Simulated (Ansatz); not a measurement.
`[NH]=[Ta]([NH2])([F])[Cl]`, relaxed with RKS PBE-D4/def2-SVP in the Gaussian-basis code of Ansatz from a rough embedded geometry. The force threshold is 0.03 eV/Å; the program also tests the step.

The species carries charge 0 and has multiplicity 1. Ta takes the def2 core potential.

Start:

```xyz
8

N    -1.187    0.257   -1.546
Ta   -0.408   -0.441    0.096
N     0.595    1.197    1.111
F    -1.827   -1.210    1.344
Cl    1.261   -2.259   -0.439
H    -0.950   -0.187   -2.502
H     1.028    1.846    0.354
H     1.488    0.798    1.582
```

| step | energy (eV) | largest force (eV/Å) | largest move (Å) |
| --- | --- | --- | --- |
| 1 | -19805.4874 | 3.694 | 0.000 |
| 2 | -19806.9640 | 2.386 | 0.198 |
| 3 | -19807.2014 | 2.203 | 0.177 |
| 4 | -19807.3092 | 1.823 | 0.123 |
| 5 | -19807.4400 | 1.026 | 0.084 |
| 6 | -19807.5241 | 0.628 | 0.109 |
| 7 | -19807.5612 | 0.728 | 0.200 |
| 8 (rejected) | -19807.5580 | 0.798 | 0.197 |
| 9 | -19807.5851 | 0.129 | 0.099 |
| 10 | -19807.5862 | 0.124 | 0.100 |
| 11 | -19807.5877 | 0.132 | 0.061 |
| 12 | -19807.5889 | 0.045 | 0.017 |
| 13 | -19807.5890 | 0.007 | 0.006 |

End:

```xyz
8

N    -0.848    0.014   -1.477
Ta   -0.237   -0.598    0.072
N     0.739    0.958    0.786
F    -1.676   -1.064    1.233
Cl    1.232   -2.386   -0.286
H    -1.273    0.258   -2.373
H     0.859    1.874    0.344
H     1.204    0.946    1.703
```

It took 21 s on 4 threads of an Intel Xeon Platinum 8375C on a shared host, with 0.17 GiB of host memory at the peak.
